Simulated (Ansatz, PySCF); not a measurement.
Os(CO)2 (C₂O₂Os), SMILES [O+]#[C-]->[Os]<-[C-]#[O+] (connectivity only; charge and spin as stated), neutral, multiplicity 3. Atoms are numbered in the order given.

```xyz
5

Os     0.0000     0.0000    -0.5093
O      0.0000    -2.2637     1.4656
C      0.0000    -1.4787     0.6168
O      0.0000     2.2637     1.4656
C      0.0000     1.4787     0.6168
```
Charge 0, spin multiplicity 3.

The structure is a stationary point at PBE0-D3(BJ)/def2-SVP. The spin state was assumed, not searched. The def2 effective core potentials stand for the cores of Os; spin–orbit coupling is left out.

Two levels are set side by side: PBE-D3(BJ)/def2-SVP (Ansatz, a quantum-chemistry and plane-wave program) and PBE0-D3(BJ)/def2-SVP (Ansatz). Each level has its own optimised geometry; the coordinates shown are those of the second. Frequencies come from the Hessian of PySCF at each geometry. Differences are taken from unrounded values.

| quantity | PBE0-D3(BJ) |
|---|---|
| mean bond length (Å) | 1.507 |
| bond Os1–C3 (Å) | 1.859 |
| bond Os1–C5 (Å) | 1.859 |
| bond O2–C3 (Å) | 1.156 |
| bond O4–C5 (Å) | 1.156 |
| highest harmonic wavenumber (cm⁻¹) | 2111 |
| mean harmonic wavenumber (cm⁻¹) | 780 |
| zero-point energy (kcal/mol) | 10.04 |

Q: What does PBE-D3(BJ) give, and how far is it from PBE0-D3(BJ)? (An estimate is asked for; the answer gives what the named calculation found.)

A: 
```
quantity                            PBE-D3(BJ)  PBE-D3(BJ) minus PBE0-D3(BJ)
----------------------------------  ----------  ----------------------------
mean bond length (Å)                     1.516                         0.009
bond Os1–C3 (Å)                          1.858                         0.000
bond Os1–C5 (Å)                          1.858                         0.000
bond O2–C3 (Å)                           1.174                         0.018
bond O4–C5 (Å)                           1.174                         0.018
highest harmonic wavenumber (cm⁻¹)        1998                          -114
mean harmonic wavenumber (cm⁻¹)            751                           -29
zero-point energy (kcal/mol)              9.67                         -0.38
```

Exact exchange shortens and stiffens bonds; PBE has none. Differences between two approximate levels are no errors against the true value.
